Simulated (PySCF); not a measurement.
## MOCl across the 4d metals

Level: PBE0, basis family def2-TZVP, scalar-relativistic core potentials from Rb on and no relativity for lighter atoms.

Each entry is the lowest minimum that a search over a few typed start shapes (and spin states, where more than one is plausible) found, or that minimum re-optimised at the stated level; isomers with ligand–ligand bonds, or fragments after loss of a ligand pair, can lie lower. Open shells are unrestricted; no spin–orbit coupling; PySCF with density fitting.

```
molecule  2S+1  point group  mean bond to the central atom (Å)  highest ω (cm⁻¹)  lowest ω (cm⁻¹)  gap (eV)  polar-tensor charge of the central atom
    YOCl     1           Cs                              2.150               876              128      4.58                                     1.86
   ZrOCl     2           Cs                              2.037               992              181         –                                     1.54
   MoOCl     4           Cs                              1.973              1033              146         –                                     1.25
   RuOCl     ?            ?                                  ?                 ?                ?         ?                                        ?
```

(1) Fill in the row of RuOCl.

Results:

(1) 2S+1: 4; point group: Cs; mean bond to the central atom (Å): 1.940; highest ω (cm⁻¹): 999; lowest ω (cm⁻¹): 146; polar-tensor charge of the central atom: 1.20.

Left out of the table are members whose search was unfinished or whose lowest solution was spin-contaminated, unstable, very soft or bonded differently.

Open d and f shells are single-determinant solutions and may miss the true ground state.
